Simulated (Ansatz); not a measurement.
Geometry optimisation, RHF/def2-SVP (Ansatz 0.2.0).

The input (input.yaml):

```yaml
crystal:
  periodic: [false, false, false]
  atoms:
    - { symbol: Al, position_ang: [0.213882, -0.587919, -0.414198] }
    - { symbol: F, position_ang: [0.054509, 0.177298, 2.358844] }
    - { symbol: Cl, position_ang: [1.880974, 0.544528, -0.90819] }
    - { symbol: F, position_ang: [-1.282287, -0.195429, -0.958194] }
    - { symbol: "N", position_ang: [0.388683, -2.142679, 0.592769] }
    - { symbol: H, position_ang: [-0.332723, -2.839704, 0.592052] }
    - { symbol: H, position_ang: [1.28817, -2.573504, 0.704322] }
    - { symbol: H, position_ang: [0.153793, -0.730591, 2.334595] }
basis:
  gaussian: { orbitals: def2-SVP }
hamiltonian:
  xc: hf
relax:
  f_tol: 0.03
  max_steps: 50
output:
  orbitals: {}
```

Launched with:

```bash
$ ansatz run input.yaml --threads 1 --pin off --max-ram 2048MiB --backend cpu --events-out ev --progress --plain --runs-dir out
```

**Question.** Where does it end, and by what steps?

**Answer.** It converged. After 22 steps the energy has fallen by 2.552 eV; H8 moved furthest, 1.32 Å. Parted: F2–H8 (0.91 → 2.71 Å). Joined: Al1–F2 (2.88 → 1.66 Å), N5–H8 (2.25 → 1.01 Å).

```csv
step,energy less start (eV),largest force component (eV/Å),accepted
0,0.0000,1.713,yes
1,-0.1698,0.724,yes
2,-0.3170,0.558,yes
3,-0.3956,0.538,yes
4,-0.3876,1.046,no
5,-0.4102,0.315,yes
6,-0.4156,0.103,yes
7,-0.4170,0.070,yes
8,-0.4150,0.573,no
9,-0.4196,0.045,yes
10,-0.4223,0.090,yes
11,-0.4249,0.323,yes
12,-0.4327,0.197,yes
13,-0.4667,0.703,yes
14,-0.7142,2.287,yes
15,-1.6116,2.769,yes
16,-2.1413,1.587,yes
17,-2.3699,1.140,yes
18,-2.4982,1.455,yes
19,-2.4886,1.149,no
20,-2.5468,0.251,yes
21,-2.5510,0.058,yes
22,-2.5518,0.017,yes
```

```xyz
8
Properties=species:S:1:pos:R:3
Al 0.127 -0.106 0.201
F -0.095 0.694 1.637
Cl 1.920 0.301 -0.847
F -1.234 -0.351 -0.716
N 0.386 -1.974 0.908
H -0.333 -2.581 0.543
H 1.283 -2.363 0.661
H 0.311 -1.968 1.915
```

Whether the end is a true minimum wasn't checked by a vibrational analysis.

Run time: 55 s on 1 thread of Arm Neoverse V1, with other jobs on the host, peak memory 0.17 GiB.
